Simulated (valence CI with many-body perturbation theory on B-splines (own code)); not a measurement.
# E1 transitions of Ag32+

Method: relativistic CI+MBPT: five valence electrons over a frozen Dirac-Fock core [Ne], radial functions for each j: 9 s, 9 p, 8 d, 6 f, 3 g, 1 h, with the one-electron correlation potential Σ1 (screened to all orders), the two-electron term Σ2, the three-electron term Σ3, Breit, model QED; selected single and double excitations, second order for the rest (own B-spline code, finite nucleus).

The last digits are not significant, and no measured levels were compared; by estimate large intervals hold to a few tenths of a per cent, small ones and those within an open d or f shell to about a per cent. Among the levels kept, up to 600 cm⁻¹ of a level comes from second order outside the variational space, and about a tenth of that is noise between levels of different J, which matters for small intervals.

Lines 1 to 50 of 196 in falling wavelength, among levels below 2099700 cm⁻¹, chosen from the strongest by gf and those to the six lowest levels. Wavelengths and rates use the calculated energies. Electric multipoles are in the length gauge, E1 and E2 with the static RPA response of the core. Weak lines are less certain than strong ones. Lines between different terms over intervals too small for the method are left out, as are lines whose strength nearly cancels. The highest levels of a list are the least certain.

Levels are named by their leading jj configuration (3d3/2^4 stands for four electrons in 3d with j = 3/2), which in mixed levels can hold well under half, so a name can repeat and another be missing. Letters in brackets count levels of one name in rising energy.

| λ vac (Å) | Upper | Lower | A (s⁻¹) | S (a.u.) |
| --- | --- | --- | --- | --- |
| 377.7 | (3s 3p1/2^2 3p3/2^2) J=5/2 | (3s^2 3p3/2^3) J=3/2 | 1.68e+06 | 2.68e-04 |
| 321.2 | (3s^2 3p1/2^2 3d3/2) J=3/2 | (3s^2 3p3/2^3) J=3/2 | 9.95e+06 | 6.51e-04 |
| 269.6 | (3s 3p1/2^2 3p3/2 3d5/2) J=5/2 | (3s^2 3p3/2^2 3d5/2) J=7/2 | 3.81e+07 | 2.21e-03 |
| 242.1 | (3s 3p1/2^2 3p3/2^2) J=1/2 | (3s^2 3p3/2^3) J=3/2 | 7.07e+07 | 9.90e-04 |
| 234.2 | (3s 3p1/2^2 3p3/2 3d3/2) J=3/2 [a] | (3s^2 3p1/2 3p3/2 3d3/2) J=1/2 [b] | 1.04e+08 | 2.63e-03 |
| 228.7 | (3s 3p1/2^2 3p3/2^2) J=3/2 | (3s^2 3p3/2^3) J=3/2 | 1.37e+08 | 3.23e-03 |
| 222.8 | (3s 3p1/2^2 3p3/2 3d3/2) J=7/2 | (3s^2 3p1/2 3p3/2 3d3/2) J=5/2 [b] | 2.20e+08 | 9.59e-03 |
| 221.9 | (3s 3p1/2^2 3p3/2 3d3/2) J=5/2 | (3s^2 3p1/2 3p3/2 3d3/2) J=3/2 [b] | 2.85e+08 | 9.21e-03 |
| 214.3 | (3s^2 3p1/2^2 3d5/2) J=5/2 | (3s^2 3p3/2^3) J=3/2 | 2.11e+06 | 6.15e-05 |
| 197.7 | (3p1/2^2 3p3/2^3) J=3/2 | (3s^2 3p1/2 3p3/2 3d5/2) J=3/2 [b] | 4.72e+08 | 7.20e-03 |
| 196.5 | (3s 3p1/2^2 3p3/2 3d3/2) J=3/2 [a] | (3s^2 3p1/2 3p3/2 3d5/2) J=3/2 [a] | 1.10e+08 | 1.64e-03 |
| 194.2 | (3s 3p1/2^2 3p3/2 3d3/2) J=7/2 | (3s^2 3p1/2 3p3/2 3d5/2) J=5/2 [a] | 5.72e+08 | 1.66e-02 |
| 194.2 | (3s 3p1/2^2 3p3/2 3d5/2) J=5/2 | (3s^2 3p1/2 3p3/2 3d5/2) J=3/2 [b] | 2.06e+08 | 4.47e-03 |
| 192.1 | (3s 3p1/2^2 3p3/2 3d3/2) J=1/2 | (3s 3p1/2 3p3/2^3) J=1/2 | 2.88e+08 | 2.02e-03 |
| 185.0 | (3s 3p1/2^2 3p3/2 3d3/2) J=7/2 | (3s^2 3p1/2 3p3/2 3d5/2) J=9/2 | 6.91e+07 | 1.73e-03 |
| 182.9 | (3s 3p1/2^2 3p3/2 3d3/2) J=3/2 [b] | (3s^2 3p1/2 3p3/2 3d3/2) J=3/2 [b] | 5.33e+08 | 6.44e-03 |
| 175.0 | (3s 3p1/2^2 3p3/2 3d5/2) J=5/2 | (3s^2 3p1/2 3p3/2 3d3/2) J=5/2 [b] | 2.74e+08 | 4.35e-03 |
| 172.6 | (3p1/2^2 3p3/2^3) J=3/2 | (3s^2 3p1/2 3p3/2 3d3/2) J=3/2 [b] | 4.42e+08 | 4.48e-03 |
| 172.2 | (3s 3p1/2 3p3/2^3) J=3/2 | (3s^2 3p3/2^3) J=3/2 | 3.27e+07 | 3.30e-04 |
| 169.9 | (3s 3p1/2^2 3p3/2 3d5/2) J=5/2 | (3s^2 3p1/2 3p3/2 3d3/2) J=3/2 [b] | 1.32e+08 | 1.92e-03 |
| 168.1 | (3s 3p1/2^2 3p3/2 3d5/2) J=9/2 | (3s^2 3p1/2 3p3/2 3d5/2) J=9/2 | 1.41e+09 | 3.31e-02 |
| 168.0 | (3s 3p1/2^2 3p3/2 3d3/2) J=3/2 [b] | (3s^2 3p1/2 3p3/2 3d5/2) J=5/2 [a] | 6.48e+08 | 6.06e-03 |
| 167.7 | (3s^2 3p1/2^2 3d3/2) J=3/2 | (3s^2 3p1/2 3p3/2^2) J=1/2 | 1.04e+05 | 9.69e-07 |
| 165.6 | (3s^2 3p1/2 3p3/2 3d3/2) J=3/2 [a] | (3s^2 3p3/2^3) J=3/2 | 2.66e+08 | 2.39e-03 |
| 165.6 | (3s^2 3p1/2 3p3/2 3d3/2) J=5/2 [a] | (3s^2 3p3/2^3) J=3/2 | 3.13e+08 | 4.20e-03 |
| 164.6 | (3s 3p1/2^2 3p3/2 3d3/2) J=5/2 | (3s^2 3p1/2 3p3/2 3d3/2) J=7/2 | 4.25e+08 | 5.61e-03 |
| 163.7 | (3s^2 3p1/2 3p3/2 3d3/2) J=1/2 [a] | (3s^2 3p3/2^3) J=3/2 | 1.65e+08 | 7.16e-04 |
| 162.1 | (3s 3p1/2^2 3p3/2^2) J=5/2 | (3s^2 3p1/2 3p3/2^2) J=5/2 | 1.45e+09 | 1.84e-02 |
| 161.8 | (3s 3p1/2^2 3p3/2 3d3/2) J=5/2 | (3s 3p1/2 3p3/2^3) J=5/2 | 2.22e+08 | 2.78e-03 |
| 160.6 | (3s 3p1/2^2 3p3/2 3d3/2) J=3/2 [a] | (3s 3p1/2 3p3/2^3) J=5/2 | 2.76e+08 | 2.25e-03 |
| 160.4 | (3s 3p1/2^2 3p3/2 3d3/2) J=7/2 | (3s^2 3p1/2 3p3/2 3d3/2) J=7/2 | 1.64e+09 | 2.68e-02 |
| 158.0 | (3p1/2^2 3p3/2^3) J=3/2 | (3s^2 3p1/2 3p3/2 3d5/2) J=3/2 [a] | 9.36e+08 | 7.29e-03 |
| 157.8 | (3s 3p1/2^2 3p3/2 3d3/2) J=7/2 | (3s 3p1/2 3p3/2^3) J=5/2 | 1.10e+08 | 1.71e-03 |
| 156.9 | (3s 3p1/2^2 3p3/2 3d5/2) J=5/2 | (3s^2 3p1/2 3p3/2 3d5/2) J=5/2 [a] | 6.39e+08 | 7.31e-03 |
| 155.7 | (3s 3p1/2^2 3p3/2 3d5/2) J=5/2 | (3s^2 3p1/2 3p3/2 3d5/2) J=3/2 [a] | 6.47e+08 | 7.24e-03 |
| 155.1 | (3s 3p1/2 3p3/2^3) J=5/2 | (3s^2 3p3/2^3) J=3/2 | 1.52e+09 | 1.68e-02 |
| 155.1 | (3p1/2^2 3p3/2^3) J=3/2 | (3s 3p1/2 3p3/2^3) J=1/2 | 1.09e+09 | 8.00e-03 |
| 154.4 | (3s 3p1/2^2 3p3/2 3d5/2) J=9/2 | (3s^2 3p1/2 3p3/2 3d5/2) J=7/2 [a] | 3.11e+09 | 5.66e-02 |
| 152.3 | (3s 3p1/2^2 3p3/2 3d3/2) J=3/2 [a] | (3s^2 3p1/2 3p3/2 3d3/2) J=1/2 [a] | 5.84e+08 | 4.07e-03 |
| 152.3 | (3s 3p1/2^2 3p3/2 3d3/2) J=1/2 | (3s^2 3p1/2 3p3/2 3d3/2) J=1/2 [a] | 1.98e+09 | 6.90e-03 |
| 151.8 | (3s 3p1/2^2 3p3/2 3d3/2) J=5/2 | (3s^2 3p1/2 3p3/2 3d3/2) J=5/2 [a] | 1.58e+09 | 1.64e-02 |
| 151.8 | (3s 3p1/2^2 3p3/2 3d3/2) J=5/2 | (3s^2 3p1/2 3p3/2 3d3/2) J=3/2 [a] | 5.16e+08 | 5.35e-03 |
| 150.7 | (3s^2 3p1/2^2 3d3/2) J=3/2 | (3s^2 3p1/2 3p3/2^2) J=5/2 | 1.19e+09 | 8.08e-03 |
| 150.7 | (3s 3p1/2^2 3p3/2 3d3/2) J=3/2 [a] | (3s^2 3p1/2 3p3/2 3d3/2) J=5/2 [a] | 7.08e+08 | 4.78e-03 |
| 150.7 | (3s 3p1/2^2 3p3/2 3d3/2) J=3/2 [a] | (3s^2 3p1/2 3p3/2 3d3/2) J=3/2 [a] | 1.58e+09 | 1.07e-02 |
| 150.7 | (3s 3p1/2^2 3p3/2 3d3/2) J=1/2 | (3s^2 3p1/2 3p3/2 3d3/2) J=3/2 [a] | 9.48e+08 | 3.20e-03 |
| 149.1 | (3s 3p1/2^2 3p3/2^2) J=5/2 | (3s^2 3p1/2 3p3/2^2) J=3/2 | 2.96e+09 | 2.90e-02 |
| 148.3 | (3s 3p1/2^2 3p3/2 3d3/2) J=7/2 | (3s^2 3p1/2 3p3/2 3d3/2) J=5/2 [a] | 2.84e+08 | 3.66e-03 |
| 147.6 | (3s 3p1/2^2 3p3/2 3d5/2) J=9/2 | (3s^2 3p1/2 3p3/2 3d3/2) J=7/2 | 1.30e+08 | 2.07e-03 |
| 143.3 | (3s 3p1/2^2 3p3/2^2) J=1/2 | (3s^2 3p1/2 3p3/2^2) J=1/2 | 5.43e+09 | 1.58e-02 |
